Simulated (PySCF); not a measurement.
State search for CuH

Unrestricted PBE0; basis Cu def2-TZVPP, H def2-TZVPP; no relativity; PySCF 2.14. Outer shells of the fragments: Cu 3d10 4s1; H 1s1.

Followed along the bond (rough minima from three points):

```json
{"2Ms+1": "1", "unpaired": "none", "⟨S²⟩ at the start": "0.00", "R at minimum (Å)": "1.48", "Te (eV)": "0.00"}
{"2Ms+1": "3", "unpaired": "σ ↑↑", "⟨S²⟩ at the start": "2.00", "R at minimum (Å)": "none in the scan", "Te (eV)": "≤ 2.30"}
```

Solutions found at the starting distance of 1.455 Å, counted from the lowest of them; the search is not exhaustive and high or unbound solutions are not listed, so other states can lie among these:

| 2Ms+1 | unpaired | term | E (eV) | ⟨S²⟩ | ⟨Lz²⟩ | μ (D) |
| --- | --- | --- | --- | --- | --- | --- |
| 1 | none | ¹Σ⁺ | 0.00 | 0.00 | 0.00 | -2.73 |
| 3 | σ ↑↑ | ³Σ⁺ | 2.36 | 2.00 | 0.00 | 0.54 |
| 3 | σ ↑, π ↑ | ³Π | 3.48 | 2.00 | 1.00 | -0.30 |
| 3 | σ ↑, δ ↑ | ³Δ | 3.53 | 2.00 | 4.00 | -0.36 |
| 1 | σ ↑, π ↓ | mixed | 3.60 | 1.01 | 1.00 | -0.25 |
| 1 | σ ↑, δ ↓ | mixed | 3.60 | 1.01 | 4.00 | -0.20 |
| 3 | σ ↑, π ↑ | ³Π | 5.06 | 2.00 | 1.10 | -1.32 |
| 1 | σ ↑, π ↓ | mixed | 5.45 | 1.01 | 1.01 | -1.34 |
| 5 | σ ↑↑, π ↑, δ ↑ | mixed | 9.11 | 6.00 | 4.93 | 1.38 |
| 5 | σ ↑↑, π ↑, δ ↑ | mixed | 9.17 | 6.00 | 5.00 | 1.37 |

A term symbol is given only where ⟨S²⟩ and ⟨Lz²⟩ are close to those of a pure state; real π, δ and φ orbitals otherwise mix terms. A positive dipole means Cu(−)H(+).

Counting both spins, an empty level lies below a filled one in some of these solutions, because spin and occupation are held.
